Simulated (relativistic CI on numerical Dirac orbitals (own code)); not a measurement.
# Electric-dipole transitions in Nb35+

Computed by Dirac-Coulomb-Breit CI, separate exchange-only KLI orbitals for each configuration, model QED, unscaled Slater integrals (own radial code, finite nucleus).

Configurations in the expansion (outside the closed core 1s2): 2s2.2p2, 2s.2p3, 2p4, 2p3.3s, 2p3.3p, 2p3.3d, 2s2.2p.3s, 2s2.2p.3p, 2s2.2p.3d, 2s.2p2.3s, 2s.2p2.3p, 2s.2p2.3d, 2s2.2p.4s, 2s2.2p.4p, 2s2.2p.4d, 2s2.2p.4f. Levels of other configurations are missing.

```csv
λ vac (Å),Lower,Upper,A (s⁻¹),log gf,S velocity/length
4.3604,2s2.2p2 3P_1 [2],2s2.2p.3d 3P°_1 [55],7.60e+13,-0.19,0.99
4.3725,2s2.2p2 3P_1 [2],2s2.2p.3d 1D°_2 [49],6.30e+13,-0.04,0.99
4.3782,2s.2p3 3D°_2 [8],2s.2p2.3d 3D_2 [140],9.37e+13,0.13,0.98
4.3795,2s2.2p2 3P_0 [1],2s2.2p.3d 3D°_1 [31],1.65e+14,0.15,0.99
4.3844,2s2.2p2 1D_2 [3],2s2.2p.3d 3F°_3 [54],1.24e+14,0.40,1.00
4.3906,2s.2p3 5S°_2 [5],2s.2p2.3d 5P_1 [99],1.82e+14,0.20,0.98
4.3939,2s.2p3 5S°_2 [5],2s.2p2.3d 5D_3 [96],6.99e+13,0.15,0.99
4.3940,2s.2p3 5S°_2 [5],2s.2p2.3d 5P_2 [95],1.46e+14,0.33,0.98
4.3953,2s.2p3 3D°_1 [7],2s.2p2.3d 3F_2 [118],1.65e+14,0.38,0.99
4.3973,2s.2p3 1D°_2 [12],2s.2p2.3d 3F_3 [163],8.94e+13,0.26,1.00
4.4028,2s.2p3 3D°_3 [9],2s.2p2.3d 3F_4 [144],1.01e+14,0.42,1.00
4.4164,2s.2p3 3D°_3 [9],2s.2p2.3d 3D_3 [138],8.69e+13,0.25,0.98
4.4184,2s.2p3 3D°_3 [9],2s.2p2.3d 3F_4 [137],4.66e+13,0.09,1.00
4.4372,2s.2p3 5S°_2 [5],2s.2p2.3d 5F_3 [83],5.13e+13,0.03,0.99
4.5095,2s.2p3 3P°_2 [14],2s.2p2.3d 1F_3 [174],1.87e+14,0.60,1.00
4.5166,2s2.2p2 3P_2 [4],2s2.2p.3d 1F°_3 [60],1.98e+14,0.63,1.00
4.5219,2s2.2p2 3P_1 [2],2s2.2p.3d 3P°_2 [33],1.03e+14,0.20,0.99
4.5332,2s2.2p2 3P_2 [4],2s2.2p.3d 3P°_2 [58],8.13e+13,0.10,0.98
4.5407,2s2.2p2 1D_2 [3],2s2.2p.3d 3F°_3 [34],1.02e+14,0.35,1.00
4.5467,2s.2p3 5S°_2 [5],2s.2p2.3d 5D_3 [59],8.15e+13,0.25,0.99
4.5499,2s.2p3 1P°_1 [15],2s.2p2.3d 1D_2 [183],2.14e+14,0.52,0.99
4.5508,2s.2p3 3P°_1 [11],2s.2p2.3d 3D_2 [122],8.58e+13,0.12,0.99
4.5523,2s.2p3 3D°_3 [9],2s.2p2.3d 3F_4 [104],1.44e+14,0.61,1.00
4.5568,2s.2p3 3D°_2 [8],2s.2p2.3d 3F_3 [89],5.21e+13,0.05,1.00
4.5574,2s2.2p2 1S_0 [6],2s2.2p.3d 1P°_1 [62],1.40e+14,0.12,0.98
4.5660,2s.2p3 1D°_2 [12],2s.2p2.3d 3F_3 [123],1.31e+14,0.46,1.00
4.5794,2s.2p3 3P°_2 [14],2s.2p2.3d 3P_2 [153],1.25e+14,0.29,0.98
4.5867,2s.2p3 3P°_2 [14],2s.2p2.3d 3D_3 [151],9.15e+13,0.31,1.00
4.5884,2p4 3P_2 [16],2p3.3d 3D°_3 [182],1.38e+14,0.49,1.00
4.6078,2s.2p3 3D°_1 [7],2s.2p2.3d 3F_2 [61],9.77e+13,0.19,1.00
```

Terms are leading LS components. Brackets give the number of a level in order of energy, since labels repeat. The list gives strong lines, with weight on those to low levels, among the lowest 200 of 274 levels, so that lines to higher ones, which can be the strongest, are missing. Levels whose partners in the same complex of configurations lie outside the list can be far off, and so can their lines. Rates are taken at the computed energies, electric ones in the length gauge. A velocity-to-length ratio far from 1 marks an uncertain rate.

At this charge energies of transitions that change n are usually good to better than 1 %, and those within a shell (Δn = 0) to a few per cent.

LS names give the leading component of a level, which can be under half, so a name can repeat, a term be missing and a line seem to break the LS rules.
